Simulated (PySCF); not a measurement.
C8H4S3, SMILES c1cc2sc3ccsc3c2s1, GFN2-xTB optimised geometry.

```
15

C      1.91     2.55     0.00
C      2.43     1.30     0.00
C      1.41     0.32     0.00
S      1.42    -1.42     0.00
C     -0.32    -1.42     0.00
C     -1.30    -2.43     0.00
C     -2.55    -1.91     0.00
S     -2.59    -0.18     0.00
C     -0.86    -0.13     0.00
C      0.13     0.86     0.00
S      0.18     2.59     0.00
H      2.44     3.49     0.00
H      3.48     1.08     0.00
H     -1.07    -3.49     0.00
H     -3.48    -2.44     0.00
```

Density from PBE0/def2-TZVP (PySCF) at that geometry.

Minimum of the electron density along straight lines between bonded atoms, close to the bond critical point (lines longer than 1.1 times the sum of covalent radii, or with two minima, are not listed):

| bond | length / Å | ρ at the minimum / e bohr⁻³ | ∇²ρ there / e bohr⁻⁵ | position (fraction from the first atom) |
|---|---|---|---|---|
| C1–C2 | 1.358 | 0.333 | -0.98 | 0.51 |
| C2–C3 | 1.409 | 0.303 | -0.86 | 0.49 |
| C3–S4 | 1.741 | 0.208 | -0.42 | 0.49 |
| S4–C5 | 1.741 | 0.208 | -0.42 | 0.51 |
| C5–C6 | 1.409 | 0.303 | -0.86 | 0.51 |
| C6–C7 | 1.358 | 0.333 | -0.98 | 0.49 |
| C7–S8 | 1.732 | 0.212 | -0.43 | 0.48 |
| C5–C9 | 1.392 | 0.316 | -0.89 | 0.50 |
| S8–C9 | 1.725 | 0.213 | -0.45 | 0.51 |
| C3–C10 | 1.392 | 0.316 | -0.89 | 0.50 |
| C9–C10 | 1.406 | 0.301 | -0.85 | 0.50 |
| C1–S11 | 1.732 | 0.212 | -0.43 | 0.48 |
| C10–S11 | 1.725 | 0.213 | -0.45 | 0.49 |
| C1–H12 | 1.072 | 0.291 | -1.06 | 0.65 |
| C2–H13 | 1.074 | 0.289 | -1.05 | 0.65 |
| C6–H14 | 1.074 | 0.289 | -1.05 | 0.65 |
| C7–H15 | 1.072 | 0.291 | -1.06 | 0.65 |
